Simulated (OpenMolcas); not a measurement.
Fe⁵⁺.

* Program: OpenMolcas
* Basis: ANO-RCC-VQZP [7s6p4d3f2g1h]
* Scalar Hamiltonian: DKH2, point nucleus
* Active space: 3 electrons in 5 orbitals (3d)
* State averaging: 2S+1 = 4 even, 10 roots; 2S+1 = 2 even, 40 roots
* Spin-orbit coupling: RASSI with atomic mean-field integrals over the reference wave functions, term energies averaged over their components

Two sets of levels on these reference wave functions, in cm-1 above 3d3 4F 3/2: one from CASSCF and one from MS-CASPT2, IPEA 0.25 Eh, imaginary shift 0.1 Eh (closed shells correlated: 3s 3p).

| Level | Set 1 | Set 2 |
| --- | --- | --- |
| 3d3 4F 3/2 | 0.0 | 0.0 |
| 3d3 4F 5/2 | 515 | 520 |
| 3d3 4F 7/2 | 1213 | 1220 |
| 3d3 4F 9/2 | 2070 | 2070 |
| 3d3 4P 1/2 | 23170 | 19620 |
| 3d3 4P 3/2 | 23370 | 19800 |
| 3d3 2G 7/2 | 23860 | 20890 |
| 3d3 4P 5/2 | 24000 | 20450 |
| 3d3 2G 9/2 | 24560 | 21610 |
| 3d3 2P 1/2 | 31410 | 27170 |
| 3d3 2H 9/2 | 31510 | 29250 |
| 3d3 2P 3/2 [60 %] | 31530 | 26950 |
| 3d3 2H 11/2 | 32020 | 29780 |
| 3d3 2D 3/2(1) [62 %] | 34520 | 29340 |
| 3d3 2D 5/2(1) | 34820 | 29290 |
| 3d3 2F 7/2 | 53900 | 47330 |

Question: Which set is which?

Answer: Set 2 is MS-CASPT2. Its levels of the other terms of 3d3 lie at 0.84 to 0.93 of the other set's values, as expected, since terms of lower spin or lower L gain more correlation energy than the Hund ground term. Against 15 measured levels (Corliss and Sugar, J. Phys. Chem. Ref. Data 11, 135 (1982)) the mean absolute deviation is 560 cm-1 with it and 3700 cm-1 without; single levels miss by up to 1100 cm-1 with it.

Term energies are means over components that CASPT2 splits; among the terms shown or strongly mixed into the levels shown the widest spread is 760 cm-1 (3d3 4F, MS-CASPT2). Without dynamic correlation excited terms often stand tens of per cent too high (terms of higher spin than the ground term too low), and those without a measured partner can miss by more than the paired ones (holds for CASSCF). Measured partners are found by configuration, term and J. A level has none where our copy of the source lacks it or the pairing is in doubt (some pairs that miss far off the trend of their configuration count as doubtful), and it then counts in no deviation. Levels of configurations outside the active space are missing. The table leaves out levels that lie high or whose names do not pair safely across all columns.

A share in square brackets marks a mixed level and gives the weight of the term that names it, the lowest over the columns. A number in round brackets counts repeated terms of one configuration in the order of the reference energies.
